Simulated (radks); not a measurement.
Results of a calculation; reference values are marked as such.
Q: Ionisation of the phosphorus ion P3+, [Ne] 3s2, to [Ne] 3s1 as the strength of local exchange is varied. Level of theory: Dirac Kohn-Sham, Slater X-alpha exchange (alpha = 2/3 is LDA exchange), no correlation, spin-unpolarised, spherical densities, finite nucleus; Fermi nuclear charge, rms radius 3.1889 fm (a radial shooting solver on a logarithmic mesh with Libxc functionals).

alpha  E(P3+) (hartree)  exchange (hartree)  IE (eV)  -e of the level emptied (eV)  <r> of it (bohr)
0.667        -337.63200           -19.86061   50.801                44.345 (3s1/2)             1.676
0.732        -339.57162           -21.89019   51.767                45.317 (3s1/2)             1.661
0.8          -341.60971           -24.03133   52.788                46.345 (3s1/2)             1.646
0.829        -342.48168           -24.95003   53.226                46.787 (3s1/2)             1.640
0.842        -342.87310           -25.36294   53.423                46.986 (3s1/2)             1.637
0.891        -344.35146           -26.92530   54.168                47.738 (3s1/2)             1.627
x            -346.28954           -28.98023   55.150                48.730 (3s1/2)             1.613

Which alpha was used in the last row?

A: alpha = 0.955. NIST Atomic Spectra Database: 51.444 eV (measured). The Delta-SCF value meets it near alpha = 0.71. Spin polarisation and multiplet splitting are left out, so open shells lie too high by an amount that depends on their filling.

Beside tabulated values, note that spin-unpolarised runs miss the spin-polarisation part of the exchange energy of open shells.
